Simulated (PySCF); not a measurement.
Input for PySCF: D3(BJ) and D4 dispersion corrections on C16H12O5S (SMILES O=C(O)C1C=Cc2c1cccc2S(=O)(=O)Oc1ccccc1).

```python
from pyscf import gto
from pyscf.dispersion import dftd3, dftd4

mol = gto.M(
    atom='''
    O    -4.56278436    0.44041939    2.71538739
    C    -4.48373238   -0.22009980    1.54792569
    O    -4.98443430   -1.29982514    1.36644311
    C    -3.74689160    0.57993998    0.48120883
    C    -2.77716048    1.63902339    0.95620604
    C    -1.57695890    1.49116139    0.35736910
    C    -1.61852962    0.32187745   -0.52590070
    C    -2.90416286   -0.25826079   -0.45753195
    C    -3.22201021   -1.40364747   -1.17628162
    C    -2.24151787   -1.98532977   -1.99541235
    C    -0.96439023   -1.42794289   -2.08510471
    C    -0.65953225   -0.27603895   -1.35060180
    S     0.97467226    0.39750227   -1.47496891
    O     0.92314580    1.85728735   -1.48481012
    O     1.74761147   -0.32365170   -2.47821164
    O     1.50669396   -0.07808635    0.04158479
    C     2.87317762    0.04318392    0.28169848
    C     3.64062757   -1.12040330    0.33447759
    C     5.00361165   -1.02293750    0.62140941
    C     5.58933228    0.22867612    0.83628297
    C     4.80872561    1.38659574    0.76551421
    C     3.44245379    1.30175991    0.48774813
    H    -5.07812648   -0.11874579    3.32316908
    H    -4.55739948    1.06795218   -0.09887499
    H    -3.05278507    2.41162271    1.67219594
    H    -0.70147510    2.12459766    0.48275597
    H    -4.21412812   -1.84772478   -1.08821052
    H    -2.47553301   -2.88586986   -2.56668279
    H    -0.19434639   -1.87119491   -2.71765631
    H     3.15777887   -2.08093013    0.14957628
    H     5.61189185   -1.92903477    0.67046949
    H     6.65661299    0.30184589    1.05692064
    H     5.26494134    2.36568863    0.92901015
    H     2.81472166    2.19068993    0.42269512
    ''',
    basis='def2-svp',
    charge=0, spin=0, verbose=0, max_memory=1800)
d3, d4 = {}, {}
for xc in ['hf', 'pbe', 'blyp', 'revpbe', 'tpss', 'r2scan', 'b3lyp', 'pbe0', 'bhlyp', 'camb3lyp', 'b2plyp']:
    d3[xc] = float(dftd3.DFTD3Dispersion(mol, xc=xc, version='d3bj', atm=False).get_dispersion()['energy'])
    print(f'D3(BJ) {xc:10s} {d3[xc]:14.8f} Eh')
for xc in ['hf', 'pbe', 'blyp', 'revpbe', 'tpss', 'r2scan', 'b3lyp', 'pbe0', 'bhlyp', 'camb3lyp', 'b2plyp']:
    d4[xc] = float(dftd4.DFTD4Dispersion(mol, xc={'camb3lyp': 'cam-b3lyp'}.get(xc, xc), atm=True).get_dispersion()['energy'])
    print(f'D4     {xc:10s} {d4[xc]:14.8f} Eh')
```

Output:

```
D3(BJ) hf            -0.31750289 Eh
D3(BJ) pbe           -0.04782625 Eh
D3(BJ) blyp          -0.09977933 Eh
D3(BJ) revpbe        -0.11563393 Eh
D3(BJ) tpss          -0.06093222 Eh
D3(BJ) r2scan        -0.01545836 Eh
D3(BJ) b3lyp         -0.08180612 Eh
D3(BJ) pbe0          -0.04263973 Eh
D3(BJ) bhlyp         -0.06379653 Eh
D3(BJ) camb3lyp      -0.03985065 Eh
D3(BJ) b2plyp        -0.03857826 Eh
D4     hf            -0.16944756 Eh
D4     pbe           -0.05105528 Eh
D4     blyp          -0.10905339 Eh
D4     revpbe        -0.15194666 Eh
D4     tpss          -0.06853361 Eh
D4     r2scan        -0.01484420 Eh
D4     b3lyp         -0.08043016 Eh
D4     pbe0          -0.04406090 Eh
D4     bhlyp         -0.05930382 Eh
D4     camb3lyp      -0.04484692 Eh
D4     b2plyp        -0.03622690 Eh
```

The run finished.

Cost: around 0.06 core-seconds (rough).
